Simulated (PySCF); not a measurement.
`C=C(Cl)C(=O)C(F)(F)F`, C₄H₂ClF₃O

Geometry:
| atom | x (Å) | y (Å) | z (Å) |
| --- | --- | --- | --- |
| C1 | 2.090 | 0.215 | 0.163 |
| C2 | 0.779 | 0.430 | 0.298 |
| Cl3 | 0.153 | 1.812 | 1.115 |
| C4 | -0.182 | -0.539 | -0.267 |
| O5 | 0.135 | -1.535 | -0.855 |
| C6 | -1.697 | -0.221 | -0.070 |
| F7 | -2.446 | -1.171 | -0.626 |
| F8 | -2.034 | -0.158 | 1.224 |
| F9 | -2.045 | 0.940 | -0.639 |
| H10 | 2.431 | -0.664 | -0.357 |
| H11 | 2.823 | 0.894 | 0.559 |

The calculation used PySCF, GIAO PBE/pcSseg-1 magnetisability, rotational g tensor and spin-rotation constants, non-relativistic, gas phase. Geometry: GFN2-xTB.

**Question.** Give the nuclear spin-rotation constants along the inertial axes (H = +C I·J) beside the isotropic shieldings.

**Answer.** Rotational constants 2.0466, 1.2270, 0.8866 GHz. A star marks the isotopologue with that one atom substituted, in its own axes.
```tsv
atom	isotope	Caa (kHz)	Cbb (kHz)	Ccc (kHz)	mean (kHz)	σ (ppm)
Cl3	35Cl	0.808	0.180	0.254	0.414	680.5
F7	19F	2.115	1.904	1.050	1.690	251.5
F8	19F	3.177	1.562	1.113	1.951	233.4
F9	19F	3.177	1.561	1.113	1.950	233.4
H10	1H	-0.163	0.109	-0.103	-0.052	24.4
H11	1H	0.198	-0.122	-0.108	-0.011	25.4
C1	13C*	0.851	0.526	0.121	0.499	45.4
C2	13C*	0.786	0.532	0.181	0.500	37.0
C4	13C*	1.062	0.497	0.230	0.596	1.7
O5	17O*	-1.347	-1.203	-0.026	-0.859	-282.9
C6	13C*	0.646	0.377	0.283	0.435	51.9
```
For the geometry as given, no vibrational averaging.
